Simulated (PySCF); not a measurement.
## Spin-rotation constants: `C[B@@H-]([PH3+])CC(C)=O`, C4H12BOP

Molfile (atoms numbered from 1):
```
C4H12BOP
     RDKit          3D

 19 18  0  0  0  0  0  0  0  0999 V2000
   -1.9547    0.9893   -1.1401 C   0  0  0  0  0  0  0  0  0  0  0  0
   -0.7046    0.7331   -0.1365 B   0  0  1  0  0  0  0  0  0  0  0  0
   -1.3401   -0.5682    1.2056 P   0  0  0  0  0  0  0  0  0  0  0  0
    0.5677   -0.0689   -0.8670 C   0  0  0  0  0  0  0  0  0  0  0  0
    1.3533   -0.6187    0.2378 C   0  0  0  0  0  0  0  0  0  0  0  0
    2.8133   -0.2954    0.3317 C   0  0  0  0  0  0  0  0  0  0  0  0
    0.7972   -1.2818    1.1176 O   0  0  0  0  0  0  0  0  0  0  0  0
   -1.6786    1.6589   -1.9520 H   0  0  0  0  0  0  0  0  0  0  0  0
   -2.3275    0.0726   -1.5980 H   0  0  0  0  0  0  0  0  0  0  0  0
   -2.7927    1.4538   -0.6218 H   0  0  0  0  0  0  0  0  0  0  0  0
   -0.3505    1.7011    0.4662 H   0  0  0  0  0  0  0  0  0  0  0  0
   -1.6085   -1.8697    0.8560 H   0  0  0  0  0  0  0  0  0  0  0  0
   -0.9231   -0.7171    2.5087 H   0  0  0  0  0  0  0  0  0  0  0  0
   -2.6678   -0.2269    1.5312 H   0  0  0  0  0  0  0  0  0  0  0  0
    1.1635    0.5511   -1.5318 H   0  0  0  0  0  0  0  0  0  0  0  0
    0.1270   -0.8840   -1.4403 H   0  0  0  0  0  0  0  0  0  0  0  0
    2.9377    0.7855    0.3101 H   0  0  0  0  0  0  0  0  0  0  0  0
    3.3356   -0.7068   -0.5302 H   0  0  0  0  0  0  0  0  0  0  0  0
    3.2430   -0.6987    1.2453 H   0  0  0  0  0  0  0  0  0  0  0  0
  1  2  1  0
  2  3  1  0
  2  4  1  0
  4  5  1  0
  5  6  1  0
  5  7  2  0
  1  8  1  0
  1  9  1  0
  1 10  1  0
  2 11  1  1
  3 12  1  0
  3 13  1  0
  3 14  1  0
  4 15  1  0
  4 16  1  0
  6 17  1  0
  6 18  1  0
  6 19  1  0
M  CHG  2   2  -1   3   1
M  END
```

The calculation used PySCF, GIAO B3LYP/pcSseg-1 magnetisability, rotational g tensor and spin-rotation constants, non-relativistic, gas phase. Geometry: GFN2-xTB.

Problem. Give the nuclear spin-rotation constants along the inertial axes (H = +C I·J) beside the isotropic shieldings.

Solution. Rotational constants 3.1604, 1.5487, 1.1253 GHz. A star marks the isotopologue with that one atom substituted, in its own axes.
| atom | isotope | Caa (kHz) | Cbb (kHz) | Ccc (kHz) | mean (kHz) | σ (ppm) |
| --- | --- | --- | --- | --- | --- | --- |
| B2 | 11B | 0.480 | 0.239 | 0.233 | 0.317 | 116.4 |
| P3 | 31P | 4.091 | 1.641 | 1.472 | 2.401 | 466.1 |
| H8 | 1H | -0.346 | 0.032 | -0.130 | -0.148 | 31.4 |
| H9 | 1H | -0.343 | -0.174 | 0.006 | -0.170 | 32.0 |
| H10 | 1H | -0.087 | -0.148 | -0.098 | -0.111 | 31.8 |
| H11 | 1H | -0.299 | -0.147 | 0.043 | -0.135 | 29.4 |
| H12 | 1H | -0.359 | -0.142 | 0.045 | -0.152 | 27.9 |
| H13 | 1H | -0.269 | -0.009 | -0.075 | -0.118 | 27.6 |
| H14 | 1H | 0.093 | -0.150 | -0.111 | -0.056 | 28.5 |
| H15 | 1H | -0.323 | 0.066 | -0.138 | -0.132 | 29.7 |
| H16 | 1H | -0.318 | -0.181 | 0.026 | -0.158 | 30.2 |
| H17 | 1H | -0.340 | -0.104 | -0.013 | -0.152 | 29.3 |
| H18 | 1H | -0.207 | -0.114 | -0.055 | -0.125 | 29.4 |
| H19 | 1H | -0.184 | -0.036 | -0.124 | -0.115 | 29.9 |
| C1 | 13C* | 0.400 | 0.210 | 0.145 | 0.251 | 176.7 |
| C4 | 13C* | 0.562 | 0.323 | 0.206 | 0.364 | 137.9 |
| C5 | 13C* | 1.769 | 0.936 | 0.304 | 1.003 | -53.0 |
| C6 | 13C* | 0.438 | 0.292 | 0.208 | 0.313 | 148.6 |
| O7 | 17O* | -1.773 | -1.347 | -0.160 | -1.093 | -241.8 |

For the geometry as given, no vibrational averaging.

Problem. How do the rotational constants and the g tensor change when H8, H9, H10, H11, H12, H13, H14, H15, H16, H17, H18, H19 are replaced by deuterium?

Solution. Constants 2.5372, 1.2752, 0.9410 GHz; g -0.0162, -0.0146, -0.0061, against -0.0199, -0.0178, -0.0073 before.
